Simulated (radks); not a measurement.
Results of a calculation; reference values are marked as such.
Species: the krypton ion Kr+. Configuration: [Ar] 3d10 4s2 4p5. Level of theory: Dirac Kohn-Sham, LDA (Slater exchange, Perdew-Wang correlation), spin-unpolarised, spherical densities, finite nucleus; open shells fill j = l - 1/2 first; Fermi nuclear charge, rms radius 4.1884 fm (a radial shooting solver on a logarithmic mesh with Libxc functionals). Some entries of the table are withheld. Estimate them.

orbital  occ.  eigenvalue (hartree)  <r> (bohr)  <r^2> (bohr^2)
1s1/2       2             -519.7183     0.04154        0.002324
2s1/2       2             -68.82418      0.1835         0.03976
2p1/2       2             -62.29582      0.1575         0.03044
2p3/2       4             -60.32136      0.1615         0.03187
3s1/2       2                   (1)      0.5312          0.3247
3p1/2       2              -7.79220      0.5341          0.3342
3p3/2       4              -7.50090      0.5447          0.3474
3d3/2       4              -3.46450      0.5535          0.3778
3d5/2       6              -3.41652      0.5575          0.3831
4s1/2       2                   (2)       1.535           2.690
4p1/2       2                   (3)       1.802           3.763
4p3/2       3                   (4)       1.840           3.923

Answer. 
(1) 3s1/2 eigenvalue (hartree): -10.09830
(2) 4s1/2 eigenvalue (hartree): -1.25355
(3) 4p1/2 eigenvalue (hartree): -0.74102
(4) 4p3/2 eigenvalue (hartree): -0.71403
